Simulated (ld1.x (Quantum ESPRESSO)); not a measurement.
**What one change does to a pseudopotential (magnesium (Mg), TM)**

```json
{"Element": "magnesium", "Generator": "ld1.x (Quantum ESPRESSO) 7.5", "Type": "norm-conserving Troullier–Martins (Kleinman–Bylander form)", "Functional": "PW91", "Relativity": "non-relativistic", "Frozen core": "[He]", "Valence charge": "10", "Reference configuration": "2s2 2p6 3s1.5 3p0 (charge +0.5)", "Partial waves": "2p (bound): rc 0.75 bohr; 2s (bound): rc 0.90 bohr", "Local potential": "the s channel", "Core correction": "none"}
```

Occupied shells without a wave of their own: 3s. They enter only through the test configuration that unscreens the potential.

Change: all radii scaled by about 0.84 (s 0.76, p 0.62 bohr).

Cutoffs: the cutoffs (Ry, on a coarse ladder) from which the occupation-weighted sum of valence levels, in a spherical-Bessel basis at the reference potential, stays within 10 and 1 mRy of its value at 400 Ry; they do not see the model core or the augmentation charge, which bear on the density cutoff. Errors are all-electron minus pseudo energies relative to the spin-unpolarised reference configuration.

Problem. How do hardness, ghosts and transferability respond?

Solution. Of the 7 tests that both files solve, the error grows in 0 and shrinks in 7 by more than 15 % and 0.3 meV (median size 116.9 → 52.7 meV); neither file shows a bound ghost. Less of the atom is replaced, so other configurations are described better.

| quantity | base | changed |
| --- | --- | --- |
| cutoff, loose | 230 Ry | over 300 Ry |
| cutoff, tight | over 300 Ry | over 300 Ry |
| loose cutoff by channel (10 mRy a level) | p 200 Ry, s 80 Ry | p 260 Ry, s 120 Ry |
| bound ghosts | none | none |
| largest miss of a reference level, eV | 0.09 | 0.04 |
| error for 2s2 2p6 3s2 3p0, meV [ΔE -3.16 eV] | +39 | +17 |
| error for 2s2 2p6 3s1 3p0, meV [ΔE 4.82 eV] | -54 | -23 |
| error for 2s2 2p6 3s0 3p0, meV [ΔE 19.87 eV] | -226 | -98 |
| error for 2s2 2p6 3s0 3p1, meV [ΔE 9.15 eV] | -157 | -70 |
| error for 2s2 2p5 3s2 3p0, meV [ΔE 55.58 eV] | +234 | +104 |
| error for 2s2 2p6 3s1 3p1, meV [ΔE 0.32 eV] | -33 | -15 |
| error for 2s2 2p6 3s0 3p2, meV [ΔE 3.99 eV] | -117 | -53 |

Base: The 3s level has no wave, so the channel is fitted at the deeper level alone: the likely source of the large errors.
